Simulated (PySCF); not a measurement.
C2H6O2Si. Atoms are numbered in the order given.

```xyz
11

C     -2.1416     0.3181     0.3428
Si    -0.6701    -0.8224     0.1324
C      0.8719     0.3093    -0.1509
O      0.8274     1.5169    -0.1642
O      2.0228    -0.3733    -0.3343
H     -3.0718    -0.2450     0.5163
H     -1.9743     0.9945     1.1953
H     -2.2684     0.9395    -0.5572
H     -0.8052    -1.7221    -1.0486
H     -0.4120    -1.6546     1.3422
H      2.7296     0.2884    -0.4653
```
Charge 0, spin multiplicity 1.

The structure is a stationary point at B3LYP-D3(BJ)/def2-SVP. One conformer was computed; it need not be the lowest.

Level of theory: B3LYP-D3(BJ)/def2-SVP run with PySCF.

Frequencies are harmonic and unscaled.

A small imaginary wavenumber (i) marks a very flat motion, where grid noise or a shallow saddle decides the sign.

Computed harmonic wavenumbers and intensities:
| mode | ν (cm⁻¹) | IR (km/mol) | Raman (Å⁴/amu) | depolarisation | moving atoms (share of kinetic energy) |
|---|---|---|---|---|---|
| 1 | 10i | 1.5 | 0.2 | 0.75 | O 45 %, H 29 %, C 16 %, Si 10 % |
| 2 | 128 | 0.0 | 0.0 | – | H 91 % |
| 3 | 142 | 1.9 | 0.4 | 0.75 | O 35 %, C 35 %, H 22 %, Si 8 % |
| 4 | 294 | 6.1 | 1.4 | 0.65 | O 51 %, C 24 %, H 14 %, Si 11 % |
| 5 | 365 | 0.2 | 5.0 | 0.75 | H 64 %, C 28 % |
| 6 | 430 | 28.5 | 6.2 | 0.30 | Si 45 %, O 43 %, H 8 % |
| 7 | 515 | 18.3 | 6.5 | 0.75 | H 82 %, C 12 % |
| 8 | 657 | 120.9 | 0.0 | – | H 91 % |
| 9 | 683 | 19.2 | 21.4 | 0.25 | C 37 %, H 33 %, O 20 %, Si 10 % |
| 10 | 697 | 65.4 | 5.3 | 0.43 | H 53 %, O 24 %, C 20 % |
| 11 | 750 | 42.9 | 3.2 | 0.38 | H 45 %, Si 24 %, C 23 % |
| 12 | 763 | 5.9 | 9.5 | 0.75 | H 43 %, C 42 %, O 11 % |
| 13 | 885 | 35.7 | 7.5 | 0.75 | H 78 %, C 18 % |
| 14 | 892 | 212.6 | 4.5 | 0.74 | H 74 %, Si 13 %, C 10 % |
| 15 | 950 | 77.2 | 15.5 | 0.75 | H 95 % |
| 16 | 1162 | 203.8 | 6.9 | 0.53 | O 45 %, H 30 %, C 24 % |
| 17 | 1275 | 17.8 | 1.0 | 0.09 | H 79 %, C 21 % |
| 18 | 1317 | 18.6 | 5.7 | 0.28 | C 46 %, H 40 %, O 14 % |
| 19 | 1430 | 4.5 | 13.2 | 0.75 | H 96 % |
| 20 | 1431 | 3.0 | 9.5 | 0.75 | H 96 % |
| 21 | 1811 | 224.6 | 5.8 | 0.69 | C 60 %, O 38 % |
| 22 | 2226 | 81.7 | 183.2 | 0.08 | H 98 % |
| 23 | 2228 | 116.3 | 85.7 | 0.73 | H 96 % |
| 24 | 3039 | 1.7 | 124.7 | 0.00 | H 97 % |
| 25 | 3135 | 2.0 | 71.4 | 0.75 | H 91 %, C 9 % |
| 26 | 3135 | 2.6 | 80.4 | 0.75 | H 91 %, C 9 % |
| 27 | 3674 | 36.5 | 238.3 | 0.31 | H 94 % |
